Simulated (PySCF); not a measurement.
In₂Cl⁺: bending curve

Method: PySCF, PBE0, basis Cl def2-TZVP, In def2-TZVP with ECP28 (scalar-relativistic core potentials, no spin–orbit coupling, density fitting).

Rigid scan from the singlet minimum (Cl–In 2.654 Å (×2); In–Cl–In 180.0°). Coordinate: the In–Cl–In angle, bonds fixed. Energies in kJ/mol from the minimum.

```csv
bond angle (°),E (kJ/mol),"dipole size (D, about the centre of mass)"
80,60.4,2.54
90,42.8,2.46
100,29.4,2.38
110,19.3,2.25
120,12.2,2.07
130,7.4,1.84
140,4.2,1.55
150,2.1,1.21
160,0.9,0.83
170,0.2,0.42
180,0.0,0.00
```

Other isomers or separated fragments may lie lower.
